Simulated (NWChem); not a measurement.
System: C$_{3}$H$_{5}$NSi; SMILES C1=C[SiH2]N=C1

The following NWChem deck was run.

```
start job
memory heap 200 mb stack 900 mb global 1100 mb
geometry units angstroms noautoz
  C      0.558863     1.382554     0.000000
  C      1.329442     0.276261     0.000000
  Si     0.094145    -1.143779     0.000000
  N     -1.351798    -0.104619     0.000000
  C     -0.916019     1.103674     0.000000
  H      0.925252     2.408476     0.000000
  H      2.413758     0.315130     0.000000
  H      0.141509    -2.001582     1.211925
  H      0.141509    -2.001582    -1.211925
  H     -1.616678     1.948006     0.000000
end
basis spherical
  * library cc-pvdz
end
dft
  xc pbe0
  iterations 150
  mulliken
end
task dft energy
```

NWChem printed, in part:

```
             Northwest Computational Chemistry Package (NWChem) 7.3.0
             --------------------------------------------------------

 CS  symmetry detected

                             Geometry "geometry" -> ""
                             -------------------------

 Output coordinates in angstroms (scale by  1.889725989 to convert to a.u.)

  No.       Tag          Charge          X              Y              Z
 ---- ---------------- ---------- -------------- -------------- --------------
    1 C                    6.0000     0.57812674     1.36608367     0.00000000
    2 C                    6.0000     1.33871577     0.25289882     0.00000000
    3 Si                  14.0000     0.09068575    -1.15596361     0.00000000
    4 N                    7.0000    -1.34584424    -0.10382947     0.00000000
    5 C                    6.0000    -0.89920595     1.10049173     0.00000000
    6 H                    1.0000     0.95373615     2.38866591     0.00000000
    7 H                    1.0000     2.42333773     0.28200533     0.00000000
    8 H                    1.0000     0.13032597    -2.01415822     1.21192500
    9 H                    1.0000     0.13032597    -2.01415822    -1.21192500
   10 H                    1.0000    -1.59223596     1.95109679     0.00000000

 Effective nuclear repulsion energy (a.u.)     204.6575353963

      Symmetry information
      --------------------

 Group name             Cs
 Group number              2
 Group order               2
 No. of unique centers     9

                                 NWChem DFT Module
                                 -----------------

 Summary of "ao basis" -> "ao basis" (spherical)
 ------------------------------------------------------------------------------
       Tag                 Description            Shells   Functions and Types
 ---------------- ------------------------------  ------  ---------------------
 C                          cc-pvdz                  6       14   3s2p1d
 Si                         cc-pvdz                  8       18   4s3p1d
 N                          cc-pvdz                  6       14   3s2p1d
 H                          cc-pvdz                  3        5   2s1p

      Symmetry analysis of basis
      --------------------------

        a'         70
        a"         29

            General Information
            -------------------
          SCF calculation type: DFT
          Wavefunction type:  closed shell.
          No. of atoms     :    10
          No. of electrons :    44
           Alpha electrons :    22
            Beta electrons :    22
          Charge           :     0
          Spin multiplicity:     1
          Use of symmetry is: on ; symmetry adaption is: on
          Maximum number of iterations: 150
          AO basis - number of functions:    99
                     number of shells:    47
          Convergence on energy requested:  1.00D-06
          Convergence on density requested:  1.00D-05
          Convergence on gradient requested:  5.00D-04

              XC Information
              --------------
                         PBE0 Method XC Functional
                     Hartree-Fock (Exact) Exchange  0.250
          PerdewBurkeErnzerhof Exchange Functional  0.750
            Perdew 1991 LDA Correlation Functional  1.000 local
           PerdewBurkeErnz. Correlation Functional  1.000 non-local

             Grid Information
             ----------------
          Grid used for XC integration:  medium
          Radial quadrature: Mura-Knowles
          Angular quadrature: Lebedev.
          Tag              B.-S. Rad. Rad. Pts. Rad. Cut. Ang. Pts.
          ---              ---------- --------- --------- ---------
          C                   0.70       49          10.0       434
          Si                  1.10       88          10.0       590
          N                   0.65       49          10.0       434
          H                   0.35       45          12.0       434
          Grid pruning is: on
          Number of quadrature shells:   464
          Spatial weights used:  Erf1

      Superposition of Atomic Density Guess
      -------------------------------------

 Sum of atomic energies:        -458.63012440

      Non-variational initial energy
      ------------------------------

 Total energy =    -461.430592
 1-e energy   =   -1034.669272
 2-e energy   =     368.581144
 HOMO         =      -0.313811
 LUMO         =      -0.080308

      Symmetry analysis of molecular orbitals - initial
      -------------------------------------------------

  Numbering of irreducible representations:

     1 a'          2 a"

  Orbital symmetries:

     1 a'          2 a'          3 a'          4 a'          5 a'
     6 a'          7 a'          8 a"          9 a'         10 a'
    11 a'         12 a'         13 a'         14 a'         15 a'
    16 a"         17 a'         18 a'         19 a"         20 a'
    21 a"         22 a'         23 a"         24 a'         25 a"
    26 a'         27 a'         28 a'         29 a'         30 a"
    31 a'         32 a'

     ---------------------------------------------
      Total Density - Mulliken Population Analysis
     ---------------------------------------------

    Atom       Charge   Shell Charges
 -----------   ------   -------------------------------------------------------
    1 C    6     6.07   2.00  0.74  0.51  1.91  0.83  0.06
    2 C    6     6.24   2.00  0.75  0.57  1.94  0.93  0.04
    3 Si  14    13.36   2.00  2.01  0.77  0.40  6.00  1.26  0.66  0.25
    4 N    7     7.77   2.00  0.84  0.85  2.46  1.59  0.03
    5 C    6     5.63   2.00  0.73  0.46  1.69  0.64  0.11
    6 H    1     0.94   0.68  0.23  0.03
    7 H    1     0.92   0.67  0.22  0.03
    8 H    1     1.06   0.68  0.37  0.01
    9 H    1     1.06   0.68  0.37  0.01
   10 H    1     0.95   0.69  0.23  0.03

   convergence    iter        energy       DeltaE   RMS-Dens  Diis-err
 ---------------- ----- ----------------- --------- --------- ---------
 d= 0,ls=0.0,diis     1   -461.1468292025 -6.66D+02  1.15D-02  5.58D-01
 d= 0,ls=0.0,diis     2   -461.0659255723  8.09D-02  8.01D-03  1.29D+00
 d= 0,ls=0.0,diis     3   -461.2129363314 -1.47D-01  1.60D-03  5.51D-02
 d= 0,ls=0.0,diis     4   -461.2192282661 -6.29D-03  4.89D-04  3.13D-03
 d= 0,ls=0.0,diis     5   -461.2196447106 -4.16D-04  1.51D-04  2.46D-04
  Resetting Diis
 d= 0,ls=0.0,diis     6   -461.2196744040 -2.97D-05  5.65D-05  5.27D-05
 d= 0,ls=0.0,diis     7   -461.2196813203 -6.92D-06  3.90D-05  5.46D-06
 d= 0,ls=0.0,diis     8   -461.2196797912  1.53D-06  2.47D-05  1.72D-05
 d= 0,ls=0.0,diis     9   -461.2196820491 -2.26D-06  2.49D-06  1.44D-07
 d= 0,ls=0.0,diis    10   -461.2196820667 -1.75D-08  7.51D-07  4.92D-09

         Total DFT energy =     -461.219682066677
      One electron energy =    -1038.614634159921
           Coulomb energy =      418.365857020511
    Exchange-Corr. energy =      -45.628440323567
 Nuclear repulsion energy =      204.657535396301

 Numeric. integr. density =       44.000014782380

                  Occupations of the irreducible representations
                  ----------------------------------------------

                     irrep           alpha         beta
                     --------     --------     --------
                     a'               18.0         18.0
                     a"                4.0          4.0

                       DFT Final Molecular Orbital Analysis
                       ------------------------------------

 Vector   20  Occ=2.000000D+00  E=-3.377383D-01  Symmetry=a'
              MO Center=  7.4D-01, -1.5D-01,  8.5D-14, r^2= 3.1D+00
   Bfn.  Coefficient  Atom+Function         Bfn.  Coefficient  Atom+Function
  ----- ------------  ---------------      ----- ------------  ---------------
    19      0.329372   2 C  py               37     -0.264780   3 Si py
    18      0.196860   2 C  px               75     -0.190447   6 H  s
     5     -0.189096   1 C  py               36     -0.169942   3 Si px
    80      0.159505   7 H  s                22      0.153988   2 C  py
    63      0.153802   5 C  s                85      0.143972   8 H  s

 Vector   21  Occ=2.000000D+00  E=-2.815933D-01  Symmetry=a"
              MO Center=  2.5D-01,  5.0D-01, -7.3D-16, r^2= 2.6D+00
   Bfn.  Coefficient  Atom+Function         Bfn.  Coefficient  Atom+Function
  ----- ------------  ---------------      ----- ------------  ---------------
    20      0.356826   2 C  pz               52     -0.319163   4 N  pz
     6      0.313810   1 C  pz               23      0.259161   2 C  pz
    55     -0.231736   4 N  pz                9      0.221545   1 C  pz
    66     -0.158089   5 C  pz               69     -0.118832   5 C  pz
    45     -0.058361   3 Si d  1             41     -0.031512   3 Si pz

 Vector   22  Occ=2.000000D+00  E=-2.667781D-01  Symmetry=a'
              MO Center= -1.1D+00,  1.6D-01, -4.0D-16, r^2= 2.1D+00
   Bfn.  Coefficient  Atom+Function         Bfn.  Coefficient  Atom+Function
  ----- ------------  ---------------      ----- ------------  ---------------
    50      0.490685   4 N  px               53      0.363889   4 N  px
     3     -0.232870   1 C  s                 4      0.197946   1 C  px
    49     -0.174193   4 N  s                 7      0.172831   1 C  px
    95      0.172206  10 H  s                36     -0.161092   3 Si px
    48     -0.137488   4 N  s                31      0.134366   3 Si s

 Vector   23  Occ=0.000000D+00  E=-6.462526D-02  Symmetry=a"
              MO Center=  4.6D-02,  3.5D-01, -9.9D-16, r^2= 3.4D+00
   Bfn.  Coefficient  Atom+Function         Bfn.  Coefficient  Atom+Function
  ----- ------------  ---------------      ----- ------------  ---------------
    23      0.355303   2 C  pz               20      0.317294   2 C  pz
    41      0.300419   3 Si pz                9     -0.297470   1 C  pz
    69     -0.295416   5 C  pz               66     -0.291092   5 C  pz
    86     -0.285199   8 H  s                91      0.285199   9 H  s
    52      0.279570   4 N  pz               55      0.278924   4 N  pz

 Vector   24  Occ=0.000000D+00  E= 4.020767D-02  Symmetry=a'
              MO Center=  3.2D-01, -1.3D+00,  6.7D-16, r^2= 3.9D+00
   Bfn.  Coefficient  Atom+Function         Bfn.  Coefficient  Atom+Function
  ----- ------------  ---------------      ----- ------------  ---------------
    39      1.074355   3 Si px               49      0.360120   4 N  s
    40     -0.350170   3 Si py               76     -0.348076   6 H  s
    32      0.342851   3 Si s                17     -0.338884   2 C  s
    63      0.292703   5 C  s                86     -0.291092   8 H  s
    91     -0.291092   9 H  s                54     -0.267723   4 N  py

 Vector   25  Occ=0.000000D+00  E= 5.887494D-02  Symmetry=a"
              MO Center= -1.1D-01,  8.1D-01,  9.8D-16, r^2= 2.9D+00
   Bfn.  Coefficient  Atom+Function         Bfn.  Coefficient  Atom+Function
  ----- ------------  ---------------      ----- ------------  ---------------
     9      0.630077   1 C  pz               69     -0.597089   5 C  pz
    23     -0.419353   2 C  pz               66     -0.407616   5 C  pz
     6      0.386679   1 C  pz               55      0.354791   4 N  pz
    52      0.252899   4 N  pz               20     -0.208753   2 C  pz
    45      0.142572   3 Si d  1             41      0.038385   3 Si pz

     ---------------------------------------------
      Total Density - Mulliken Population Analysis
     ---------------------------------------------

    Atom       Charge   Shell Charges
 -----------   ------   -------------------------------------------------------
    1 C    6     6.05   2.01  0.67  0.50  2.04  0.76  0.06
    2 C    6     6.14   2.01  0.67  0.54  2.03  0.86  0.04
    3 Si  14    13.57   2.00  2.03  0.79  0.32  6.01  1.51  0.58  0.33
    4 N    7     7.32   2.01  0.78  0.83  2.30  1.37  0.03
    5 C    6     5.89   2.01  0.69  0.42  2.00  0.66  0.11
    6 H    1     0.99   0.75  0.21  0.03
    7 H    1     0.97   0.74  0.19  0.03
    8 H    1     1.05   0.72  0.32  0.01
    9 H    1     1.05   0.72  0.32  0.01
   10 H    1     0.97   0.75  0.19  0.03

     -------------------------------------------
      Total Density - Lowdin Population Analysis
     -------------------------------------------

    Atom       Charge   Shell Charges
 -----------   ------   -------------------------------------------------------
    1 C    6     6.06   1.88  0.59  0.39  1.83  1.18  0.20
    2 C    6     6.12   1.88  0.59  0.42  1.83  1.27  0.13
    3 Si  14    13.63   2.00  1.80  0.69  0.41  5.92  1.42  0.90  0.51
    4 N    7     7.12   1.90  0.75  0.60  2.14  1.67  0.06
    5 C    6     6.03   1.88  0.59  0.38  1.79  1.09  0.29
    6 H    1     0.97   0.61  0.27  0.08
    7 H    1     0.97   0.61  0.27  0.09
    8 H    1     1.06   0.61  0.41  0.03
    9 H    1     1.06   0.61  0.41  0.03
   10 H    1     0.98   0.63  0.27  0.08

     Multipole analysis of the density
     ---------------------------------

     L   x y z        total         alpha         beta         nuclear
     -   - - -        -----         -----         ----         -------
     0   0 0 0      0.000000    -22.000000    -22.000000     44.000000

     1   1 0 0      0.736932      0.368466      0.368466     -0.000000
     1   0 1 0      0.396333      0.198166      0.198166      0.000000
     1   0 0 1      0.000000      0.000000      0.000000      0.000000

     2   2 0 0    -28.763791    -85.366344    -85.366344    141.968897
     2   1 1 0     -1.096498      0.035496      0.035496     -1.167491
     2   1 0 1     -0.000000     -0.000000     -0.000000      0.000000
     2   0 2 0    -24.591417   -111.099977   -111.099977    197.608537
     2   0 1 1     -0.000000     -0.000000     -0.000000      0.000000
     2   0 0 2    -28.660359    -19.575224    -19.575224     10.490089
```

Level: PBE0/cc-pVDZ. Geometry: optimised at B3LYP/6-31G* (spherical d).
